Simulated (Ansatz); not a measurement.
Born–Oppenheimer molecular dynamics of AlClH2O2 (6 atoms, charge 0, multiplicity 1). It starts from a relaxed structure.

Level of theory: RKS PBE/STO-3G in Ansatz 0.2.0.

```json
{
  "ensemble": "NVE (Milne-controlled integrator)",
  "time step": "0.5 fs",
  "steps asked": "166",
  "starting velocities drawn for": "50 K",
  "seed": "849631"
}
```

First frame:

```xyz
6
Properties=species:S:1:pos:R:3
Al -0.035 -0.299 -0.211
Cl 0.066 -0.307 1.893
O 1.382 -0.333 -1.170
H 2.154 -0.353 -0.484
O -1.537 -0.260 -1.030
H -2.240 -0.246 -0.275
```

(1) How far do the bonds stretch over the last three quarters of this one trajectory? (Pairs bonded in most of those frames.)

## Answers

(1) 
| bond | mean (Å) | spread (Å) | shortest | longest |
| --- | --- | --- | --- | --- |
| Al1–Cl2 | 2.108 | 0.021 | 2.08 | 2.13 |
| Al1–O3 | 1.710 | 0.007 | 1.70 | 1.72 |
| Al1–O5 | 1.711 | 0.006 | 1.70 | 1.72 |
| O3–H4 | 1.033 | 0.002 | 1.03 | 1.04 |
| O5–H6 | 1.033 | 0.006 | 1.02 | 1.04 |

Mean temperature of the second half: 24 K. The conserved energy stayed within 0.0011 meV per atom of its start (net change -0.00033 meV per atom), so the integration is sound. Over the second half the temperature averaged 0.48 of the 50 K drawn at the start: a run that starts near a minimum puts about half its kinetic energy into the potential. A run of 0.083 ps of so small a system gives no equilibrium averages. Limits of this set-up: minimal basis.

Time of the run: 90 s on 1 thread of Intel(R) Xeon(R) 6975P-C (Granite Rapids), on a shared host, peak memory 0.092 GiB.
